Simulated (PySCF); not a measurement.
# How methods differ on the ionisation energy of Re+

Re+ [Xe] 4f14 5d5 6s1 (7S) → Re(2+) [Xe] 4f14 5d5 (6S), as a difference of total energies. Computed with PySCF 2.14 in x2c-TZVPPall with one added diffuse shell each of s, p, d, f type (12s8p8d4f1g, 113 functions), with scalar relativity by spin-free X2C-1e. Correlated levels: valence: [Xe] 4f14 frozen. The calculations carry no spin-orbit coupling.

```
           method  ionisation energy (eV)
              UHF                  15.758
              LDA                  17.450
              PBE                  17.141
             PBE0                  16.874
           r2SCAN                  17.275
    MP2 (valence)                  16.340
SCS-MP2 (valence)                  15.952
```

Q: How much does correlation contribute at MP2 (valence)?

A: 16.340 − (15.758) = 0.582 eV, measured against UHF.

Errors of the correlated levels include the incompleteness of this basis and the frozen core.

For comparison: 16.6 ± 0.5 eV (semi-empirical (NIST evaluation); NIST Atomic Spectra Database, ionization energies).
